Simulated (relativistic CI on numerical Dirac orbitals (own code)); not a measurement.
## Fe3+ in a cubic cluster: 3s photoemission with charge transfer

Computed with a charge-transfer multiplet model of a cubic metal-ligand cluster with up to 2 ligand holes, Slater and spin-orbit integrals from Dirac-Coulomb-Breit ions, Slater integrals scaled by 0.8. The ground state mixes d5 with configurations of k ligand holes L, whose averages lie at kΔ + k(k − 1)U_dd/2; a core hole lowers each added d electron by U_cd. 300 K, Lorentzian 1.4 eV and Gaussian 0.8 eV FWHM.

Atomic integrals in eV (Slater integrals scaled, ζ unscaled), ground: F2dd 9.587, F4dd 5.993, zeta_d 0.056; with the core hole: F2dd 10.413, F4dd 6.546, zeta_d 0.065, G2cd 10.337.

Cluster parameters (eV): U_dd = 7.4, U_cd = 9.1, 10Dq = 1, 10Dq(ligand) = 0.2, V(eg) = 2.05, V(t2g) = -1.08, final-state hopping factor = 0.9.

| Case | n_d | d5 | d6L | d7L2 | S |
| --- | --- | --- | --- | --- | --- |
| Δ = -2.2 eV | 5.69 | 0.38 | 0.54 | 0.07 | 2.49 |
| Δ = -1.2 eV | 5.58 | 0.48 | 0.47 | 0.05 | 2.50 |
| Δ = 0.8 eV | 5.38 | 0.65 | 0.33 | 0.02 | 2.50 |

Weights, n_d and S are thermal averages at 300 K. Binding energies count from the first peak over 30 % of the highest in each spectrum, which can be another peak from case to case. The parameters are a model scan and need not match a compound or its usual spin state. Peaks in eV (height, largest 100):
- Δ = -2.2 eV: 0.0 (100), 4.5 (13), 7.5 (46), 9.2 (55), 13.5 (24), 16.9 (37), 25.6 (18)
- Δ = -1.2 eV: 0.0 (100), 7.5 (44), 9.5 (55), 12.3 (30), 16.8 (35), 24.3 (23)
- Δ = 0.8 eV: 0.0 (100), 7.4 (47), 10.1 (61), 17.1 (32), 22.1 (30)

Curve for Δ = -1.2 eV (points under 2 left out, the grid thinned):

(E (eV), Intensity): (-3.3, 5.8), (-2.6, 8.9), (-1.9, 15.6), (-1.2, 33.1), (-0.5, 76.0), (0.2, 97.6), (0.9, 56.8), (1.6, 33.9), (2.2, 24.4), (2.9, 14.9), (3.6, 11.0), (4.3, 11.5), (5.0, 14.0), (5.7, 15.6), (6.4, 23.8), (7.1, 39.7), (7.8, 41.2), (8.5, 37.0), (9.2, 51.5), (9.9, 48.2), (10.6, 29.8), (11.3, 24.5), (11.9, 27.8), (12.6, 27.9), (13.3, 18.0), (14.0, 11.9), (14.7, 9.6), (15.4, 12.1), (16.1, 22.5), (16.8, 34.6), (17.5, 24.1), (18.2, 11.4), (18.9, 6.2), (19.6, 4.1), (20.3, 3.2), (21.0, 3.0), (21.7, 3.3), (22.3, 4.3), (23.0, 7.5), (23.7, 16.4), (24.4, 23.3), (25.1, 13.8), (25.8, 6.1), (26.5, 3.2), (27.2, 2.1)

For the case Δ = 0.8 eV, Δ = 0.8 eV is smaller than U_dd = 7.4 eV, the charge-transfer side of the Zaanen-Sawatzky-Allen scheme. With the core hole the configuration with one ligand hole lies at Δ − U_cd = -11.3, -10.3, -8.3 eV from the one without, in the order of the table; where this is negative the screened configuration lies lower.

With at most 2 ligand holes the space is cut while the next configuration still counts, so covalency is underestimated, and a final configuration with one more ligand hole, which can lie low, is missing from the spectra.

Without intra-shell correlation the exchange splitting of the 3s hole comes out too large.
